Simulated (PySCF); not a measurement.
CH5N2, SMILES NC=[NH2+], charge +1. Atoms are numbered in the order given.

```xyz
8

N      0.0000     1.1582    -0.1743
C      0.0000     0.0000     0.4243
N      0.0000    -1.1582    -0.1743
H      0.0000     1.2585    -1.1797
H      0.0000     2.0062     0.3717
H      0.0000     0.0000     1.5099
H      0.0000    -1.2585    -1.1797
H      0.0000    -2.0062     0.3717
```
Charge +1, spin multiplicity 1.

The structure is a stationary point at PBE0-D3(BJ)/def2-TZVP. Other conformers were not sampled.

Two levels are set side by side: PBE/pcSseg-2 (PySCF) and KT2/pcSseg-2 (PySCF). GIAO shifts against NH3 (¹⁵N), TMS (¹H), TMS (¹³C) at the same level; non-relativistic, no solvent, atoms listed together averaged. Differences are taken from unrounded values.

```
quantity                  KT2    PBE  PBE minus KT2
----------------------  -----  -----  -------------
δ(¹⁵N) of N1, N3 (ppm)  120.5  128.4            7.9
δ(¹³C) of C2 (ppm)      152.8  159.9            7.1
δ(¹H) of H6 (ppm)        7.55   7.62           0.07
```

Rough cost on one machine, each run with all the roots and properties that it gave: KT2 against PBE within a factor of 2.
